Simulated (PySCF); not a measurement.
Vertical excitations of a molecule C4H6 from TDA-CAM-B3LYP/def2-SVPD in PySCF, as energy in eV (oscillator strength): 6.53 (0.000), 6.78 (0.004), 6.80 (0.000), 7.45 (0.032), 7.52 (0.054), 8.36 (0.014), 8.41 (0.030), 8.80 (0.007), 8.87 (0.048), 9.12 (0.058). Lowest triplet (TDA): 5.35 eV. The structure is a stationary point at B3LYP-D3(BJ)/def2-SVP. One conformer was computed; it need not be the lowest.

Q: Identify the compound among the candidates.
A) C1=CCC1
B) C=CC=C
C) C#CCC
D) CC#CC

A: C, C#CCC
